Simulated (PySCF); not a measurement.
Structure with atom numbers: `[OH:1][Si:2]([OH:3])([C:4]#[C:5][SiH3:6])[O:7][SiH3:8]`. Each H is labelled by its parent atom.

[PySCF 2.14.0 with density-fitted response routines: shielding tensors at PBE0/pcSseg-1 (GIAO); coordinates at the GFN2-xTB level; no relativistic terms; no solvent model; rapidly exchanging positions averaged; single conformer]

δ = σ(ref) − σ, references computed at the same level: TMS for ¹³C and ¹H and ²⁹Si; ¹⁷O against H2O.

```tsv
atoms	nucleus	count	δ (ppm)
H(O1)/H(O3)	¹H	2	2.21
H(Si8)	¹H	3	5.16
H(Si6)	¹H	3	4.21
O7	¹⁷O	1	54.0
Si2	²⁹Si	1	-82.9
O1/O3	¹⁷O	2	?
Si6	²⁹Si	1	-99.5
C5	¹³C	1	104.8
Si8	²⁹Si	1	?
C4	¹³C	1	?
```

Complete the table.

## Answers


- C4: 118.2 ppm, alkyne carbon
- O1/O3: 55.9 ppm, oxygen bonded to Si, H
- Si8: -43.0 ppm, silicon bonded to O, 3 H

OH and NH positions are those of a molecule without intermolecular hydrogen bonds; in solution they move with solvent, concentration and temperature, and exchange usually removes their couplings. Shifts are as computed. Against solution values, carbons near 30 ppm lie about +3 ppm off and those near 130 ppm about +5 ppm. Of 1211 compounds with measured shifts, 218 miss one by over three times the rms of a fit or turn the order of signals round; such compounds aren't used in these exercises. Experimental scales use liquid or dissolved standards, which lie at an offset from isolated H2O (liquid H2O: subtract about 36 ppm).
